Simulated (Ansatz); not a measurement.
Reaction (redistribution): `[SiH3][SbH][SiH3]` + `OB(O)Cl` → `[SiH3][SbH][Cl]` + `OB(O)[SiH3]`

Program: Ansatz. Geometries: PBE0-D4/def2-TZVP. ΔE: electronic, gas phase. CBS: MP2 limit from def2 TZ/QZ plus the TZ coupled-cluster correction, frozen cores. Functionals use def2-TZVPP. B3LYP here is the variant with VWN-RPA as its local correlation; programs differ in this. HSE06 is defined as in plane-wave codes. Elements past krypton have def2 core potentials. For Sb outer-core shells are correlated without core-valence functions, which leaves a few kJ/mol of doubt a bond. Each species was taken in one conformer, which may not be the lowest.

```tsv
level	ΔE (kJ/mol)	difference from CCSD(T)/CBS
LDA (SPW92)	105.7	6.1
PBE-D4	94.9	-4.7
revPBE-D4	94.7	-4.9
BLYP-D4	82.9	-16.7
r2SCAN-D4	103.2	3.6
B97M-V	92.2	-7.4
PBE0-D4	103.3	3.7
B3LYP-D4	90.6	-9.0
r2SCAN0-D4	109.5	9.9
HSE06-D4	103.4	3.8
BHLYP-D4	97.8	-1.8
CAM-B3LYP-D4	92.9	-6.7
ωB97X-V	95.7	-3.9
B2PLYP	96.3	-3.3
PBE-QIDH	111.7	12.1
PBE	92.2	-7.4
revPBE	88.4	-11.2
BLYP	77.5	-22.1
PBE0	100.9	1.3
B3LYP	86.2	-13.4
r2SCANh	105.1	5.5
r2SCAN0	108.7	9.1
HSE06	101.1	1.5
BHLYP	93.4	-6.2
CAM-B3LYP	90.3	-9.3
LC-ωPBE	101.6	2.0
RPA@PBE/def2-TZVPP	97.3	-2.3
MP2/def2-SVP	134.2	34.6
CCSD/def2-SVP	123.0	23.4
CCSD(T)/def2-SVP	123.4	23.8
HF/def2-TZVPP	95.2	-4.4
MP2/def2-TZVPP	116.7	17.1
SCS-MP2/def2-TZVPP	106.3	6.7
CCSD/def2-TZVPP	104.5	4.9
CCSD(T)/def2-TZVPP	105.8	6.2
HF/def2-QZVPP	91.9	-7.7
MP2/def2-QZVPP	112.0	12.4
SCS-MP2/def2-QZVPP	102.1	2.5
HF/CBS(def2)	91.5	-8.1
CCSD/CBS(def2)	98.3	-1.3
CCSD(T)/CBS	99.6	0
```

Largest T1 diagnostic among the species: 0.014.

In def2-TZVPP, CCSD(T) changes the Hartree–Fock value by +10.6 kJ/mol (the triples alone add +1.3 kJ/mol) and MP2 by +21.5 kJ/mol. From BLYP to BHLYP (50 % exact exchange), in def2-TZVPP and without D4, ΔE moves by +16.0 kJ/mol.
